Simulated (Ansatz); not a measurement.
Z-matrix (Å, degrees):
```
Si
O 1 1.650
Sb 1 2.576 2 101.3
N 1 1.715 2 110.6 3 -126.3
H 1 1.491 2 112.5 3 117.8
H 2 0.960 1 115.5 3 169.3
H 3 1.711 1 90.4 2 -171.8
H 3 1.711 1 89.9 2 -80.7
H 4 1.008 1 118.8 2 -142.2
H 4 1.008 1 120.8 2 73.9
```

Total charge 0; spin multiplicity 1. Sb takes the def2 core potential.

(1) List the PBE/def2-TZVPP orbital energies in eV (Ansatz 0.2.0). (Best estimate.)

## Answers

(1) Ansatz gave: Occupied: -1780.18, -510.21, -380.16, -149.10, -137.78, -102.01, -101.97, -101.87, -94.53, -94.52, -94.50, -32.37, -32.34, -32.27, -32.24, -32.19, -24.96, -21.20, -14.46, -13.21, -12.34, -11.72, -9.45, -8.76, -8.09, -7.71, -6.95, -6.89, -5.57. Lowest empty: -0.87, -0.66, -0.10, 0.02, 0.30, 1.35, 1.55, 1.78.
